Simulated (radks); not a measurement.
Initial-state core-level shifts of the erbium ion Er+ when its valence configuration changes from [Xe] 4f12 6s1. Calculated with a radial shooting solver on a logarithmic mesh with Libxc functionals: scalar-relativistic Kohn-Sham, PBEsol, spin-unpolarised, spherical densities, point nucleus. Shifts are changes of the shell-averaged eigenvalues in eV (positive: less bound).

valence	2s	3s	3d	5s
4f11.5 6s1.5	-4.456	-4.784	-4.748	-3.083
4f12.5 6s0.5	+3.788	+4.053	+4.023	+2.772
4f10 5d2 6s1	-15.332	-17.094	-16.885	-8.091
4f12 5d1	+1.540	+1.498	+1.508	+1.686
4f11.5 5d0.5 6s1	-3.444	-3.799	-3.756	-2.029
4f12 6p1	-1.414	-1.394	-1.396	-1.485
4f11.5 5d0.5 6p1	-4.838	-5.181	-5.140	-3.465
4f11 6s2	-9.438	-10.152	-10.074	-6.352
4f11 6s1 6p1	-10.841	-11.545	-11.468	-7.766
